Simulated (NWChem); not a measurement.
System: C3H3Cl; SMILES C=C=CCl

Here is an NWChem input.

```
start job
memory heap 200 mb stack 900 mb global 1100 mb
geometry units angstroms noautosym nocenter noautoz
  C      0.367344     2.310989     0.000000
  C     -0.162755     1.116334     0.000000
  C     -0.711296    -0.070776     0.000000
  Cl     0.205293    -1.544373     0.000000
  H      0.598269     2.831072    -0.936595
  H      0.598269     2.831072     0.936595
  H     -1.794637    -0.220294     0.000000
end
basis spherical
  C library 6-31g*
  Cl library 6-31g*
  H library 6-31g*
end
dft
  xc b3lyp
  iterations 150
end
cosmo
  dielec 4.8
end
task dft energy
```

All runs use the structure optimised with PBE0/def2-SVP.

Level: B3LYP/6-31G* with COSMO at NWChem's default radii, gas-phase geometry; the question gives the dielectric constant.

Task: Give the results of this calculation. (B3LYP/6-31G* (spherical d), COSMO on the gas-phase geometry.) Quantities: electrostatic solvation energy (kcal/mol); dipole in solution (D).

Result: 
```
Item                                       Value
-----------------------------------------  -----
electrostatic solvation energy (kcal/mol)   -2.0
dipole in solution (D)                      2.23
```
